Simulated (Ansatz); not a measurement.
Species: CF₃NOSi (charge 0, singlet). SMILES: N(=C=O)[Si](F)(F)F
Coordinates optimised at B3LYP-D3(BJ)/def2-TZVP (Ansatz, an electronic-structure program):
```xyz
7

O      3.2467    -0.1067    -0.2157
C      2.0996    -0.0895    -0.0398
N      0.9217    -0.0790     0.1757
Si    -0.7376     0.0254     0.0432
F     -1.4002    -0.2320     1.4439
F     -1.1694     1.4519    -0.4580
F     -1.2856    -1.0436    -0.9715
```

Computed values are from Ansatz. Valence correlation only, unless marked. UHF or UKS for open shells. Spin-orbit coupling is left out. Non-relativistic. Basis-set limits of correlation are two-point, X^-3; Hartree-Fock from the larger set. The bracket is a focal-point correction in the basis named.

What is the dipole moment at CCSD(T)/aug-cc-pV(D+d)Z?

0.24 D.

What is the atomisation energy De at CCSD(T)/CBS(aug-cc-pV(T+d)Z,aug-cc-pV(Q+d)Z)?

3586.4 kJ/mol.

What is the T1 diagnostic at CCSD/aug-cc-pV(Q+d)Z?

0.014.

What is the vertical triplet-singlet gap at RI-MP2/CBS(aug-cc-pV(T+d)Z,aug-cc-pV(Q+d)Z)+[CCSD(T)-MP2]/aug-cc-pV(T+d)Z?

7.37 eV.

What is the total energy at CCSD(T)/CBS(aug-cc-pV(T+d)Z,aug-cc-pV(Q+d)Z)?

-756.6264 Eh.
